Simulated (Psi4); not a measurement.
C$_{4}$H$_{3}$O (SMILES [c-]1ccoc1), charge -1, singlet, geometry from GFN2-xTB (a gas-phase anion, which may not be bound at this level). Base run: PBE0/6-31G in Psi4.

Input for Psi4:
```
memory 2 GB

molecule mol {
-1 1
O     0.003314   -0.000725    1.150856
C    -0.004809    1.109162    0.264486
C     0.006188   -1.058636    0.303081
C    -0.007157    0.814847   -1.065555
C     0.000394   -0.645473   -0.989758
H    -0.008079    2.061582    0.790059
H     0.012447   -2.041602    0.763395
H     0.001421   -1.333575   -1.833820
}

set {
  basis 6-31g
  reference rks
}

energy('pbe0')
print_variables()
```

The base run was repeated with changes; each row names its change, and settings that it needs were set with it.

| change | basis functions | E (Eh) | core-seconds (rough) |
|---|---|---|---|
| base | 51 | -229.01262 | 5 |
| basis = def2-SV(P) | 76 | -228.92427 | 6 |
| basis = 6-31G* | 81 | -229.08693 | 6 |
| basis = cc-pVDZ | 85 | -229.11530 | 8 |
| basis = pcseg-1 | 85 | -229.05936 | 7 |
| basis = def2-SVP | 85 | -228.93182 | 6 |
| basis = def2-SVPD | 127 | -228.95652 | 10 |
| basis = aug-pcseg-1 | 142 | -229.08013 | 10 |
| basis = 6-311+G(2d,p) | 153 | -229.17969 | 10 |
| basis = def2-TZVP | 173 | -229.19538 | 10 |
| basis = cc-pVTZ | 192 | -229.18494 | 20 |
| basis = def2-TZVPP | 197 | -229.19668 | 20 |
| basis = def2-TZVPD | 215 | -229.20045 | 20 |

Totals compare only among sets that treat the same electrons; sets with core potentials leave the core out.

A gas-phase anion may not be bound at this level; its values then depend on the basis.
